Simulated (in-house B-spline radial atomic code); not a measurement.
Checks on a self-consistent run for Pt IV (Pt3+), 1s1 2s2 2p6 3s2 3p6 3d10 4s2 4p6 4d10 4f14 5s2 5p6 5d8. Method: Dirac-Hartree-Fock, average of configuration, Fermi nucleus of rms radius 5.427 fm. Calculated with a radial B-spline atomic code at the basis-set limit.

| orbital | q | ε (Eh) | <1/r> | <r²> | small-component weight |
| --- | --- | --- | --- | --- | --- |
| 1s1/2 | 1 | -2949.52085 | 94.1682 | 0.000405145 | 0.087901 |
| 2s1/2 | 2 | -527.92080 | 23.4123 | 0.00602445 | 0.020566 |
| 2p1/2 | 2 | -508.97500 | 23.3174 | 0.00424079 | 0.020539 |
| 2p3/2 | 4 | -442.42550 | 19.083 | 0.00541407 | 0.018317 |
| 3s1/2 | 2 | -128.22954 | 8.60947 | 0.0388776 | 0.0068801 |
| 3p1/2 | 2 | -118.84907 | 8.51779 | 0.035298 | 0.0068095 |
| 3p3/2 | 4 | -103.96309 | 7.41869 | 0.0415918 | 0.0061731 |
| 3d3/2 | 4 | -87.41007 | 7.31026 | 0.0319286 | 0.0060496 |
| 3d5/2 | 6 | -84.18850 | 7.05446 | 0.0336633 | 0.0058706 |
| 4s1/2 | 2 | -30.19938 | 3.62094 | 0.188856 | 0.0022975 |
| 4p1/2 | 2 | -26.01720 | 3.5166 | 0.191869 | 0.0022075 |
| 4p3/2 | 4 | -22.40395 | 3.15329 | 0.222509 | 0.0019833 |
| 4d3/2 | 4 | -15.25139 | 2.94957 | 0.235291 | 0.0017838 |
| 4d5/2 | 6 | -14.55770 | 2.86047 | 0.246612 | 0.0017183 |
| 4f5/2 | 6 | -5.24660 | 2.48889 | 0.291036 | 0.0013468 |
| 4f7/2 | 8 | -5.09948 | 2.45417 | 0.298983 | 0.0013196 |
| 5s1/2 | 2 | -5.96648 | 1.43805 | 0.997086 | 0.00054703 |
| 5p1/2 | 2 | -4.49707 | 1.32627 | 1.15247 | 0.00047686 |
| 5p3/2 | 4 | -3.86823 | 1.19903 | 1.35624 | 0.000411 |
| 5d3/2 | 3.2 | -1.78342 | 0.930532 | 2.24627 | 0.00025806 |
| 5d5/2 | 4.8 | -1.71354 | 0.897429 | 2.39475 | 0.00024156 |

Electron-electron repulsion V_ee = 6505.8947 hartree.

Task: What total energy follows from the eigenvalues?

Result: The eigenvalues count the repulsion twice, so E = Σqε - V_ee = -9030.803 - 6505.895 = -15536.698 hartree; the run printed -15536.698.

Task: Does the Dirac virial theorem hold?

Result: For a point nucleus E = -2c²Σq·w, with w the small-component weight. Here Σq·w = 0.41358 and c = 137.0360, so the ratio E/(-2c²Σq·w) is 1.000241; the finite nucleus accounts for the departure from 1.

Task: What diamagnetic shielding (Lamb formula) and susceptibility (Langevin formula) do the radii give?

Result: σ = (α²/3)Σq<1/r> = 507.483/(3·137.036²) = 9008 ppm, and χ = -0.79199×10⁻⁶·Σq<r²> = -29.54×10⁻⁶ cm³/mol with Σq<r²> = 37.304 bohr². Both are non-relativistic formulas without the paramagnetism of open shells; for so heavy an element the full relativistic shielding is larger by tens of per cent.
